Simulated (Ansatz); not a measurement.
`CC[CH2][AlH2]` + `CCS` → `CCCSCC` + `[AlH3]`  (substitution at a C–Al bond)

Calculated with Ansatz (gas phase, PBE0-D4/def2-TZVP geometries, no zero-point term in ΔE). CBS: MP2 limit from def2 TZ/QZ plus the TZ coupled-cluster correction, frozen cores. This one scheme is used for every species. DFT in def2-TZVPP. One conformer a species, not always the lowest.

```json
{"level": "BLYP-D4", "ΔE (kcal/mol)": "6.7", "difference from CCSD(T)/CBS": "-0.1"}
{"level": "r2SCAN-D4", "ΔE (kcal/mol)": "7.6", "difference from CCSD(T)/CBS": "0.8"}
{"level": "PBE0-D4", "ΔE (kcal/mol)": "7.1", "difference from CCSD(T)/CBS": "0.3"}
{"level": "CAM-B3LYP-D4", "ΔE (kcal/mol)": "7.0", "difference from CCSD(T)/CBS": "0.2"}
{"level": "ωB97X-V", "ΔE (kcal/mol)": "6.4", "difference from CCSD(T)/CBS": "-0.4"}
{"level": "r2SCAN0", "ΔE (kcal/mol)": "8.0", "difference from CCSD(T)/CBS": "1.2"}
{"level": "MP2/def2-SVP", "ΔE (kcal/mol)": "6.3", "difference from CCSD(T)/CBS": "-0.5"}
{"level": "HF/def2-TZVPP", "ΔE (kcal/mol)": "7.8", "difference from CCSD(T)/CBS": "1.0"}
{"level": "SCS-MP2/def2-TZVPP", "ΔE (kcal/mol)": "6.4", "difference from CCSD(T)/CBS": "-0.4"}
{"level": "SCS-MP2/def2-QZVPP", "ΔE (kcal/mol)": "6.4", "difference from CCSD(T)/CBS": "-0.4"}
{"level": "CCSD(T)/CBS", "ΔE (kcal/mol)": "6.8", "difference from CCSD(T)/CBS": "0"}
```

Largest T1 diagnostic among the species: 0.009.

The D4 term adds −2.1 kcal/mol with B3LYP and −1.3 kcal/mol with PBE0; it sums over pairs of atoms, weighted by their polarisabilities, and B3LYP, whose exchange is more repulsive, gets the larger term. Leaving LDA and LC-ωPBE aside and taking each functional with its dispersion term where it has one, the values, not all of them listed here, spread over 2.4 kcal/mol, from B97M-V to B2PLYP. LDA lies −1.8 kcal/mol from PBE without D4.

CCSD(T)/CBS has its own doubt, a few kJ/mol and more with outer-core shells, so smaller differences from it don't rank the levels.

B3LYP here is the variant with VWN-RPA as its local correlation; programs differ in this.
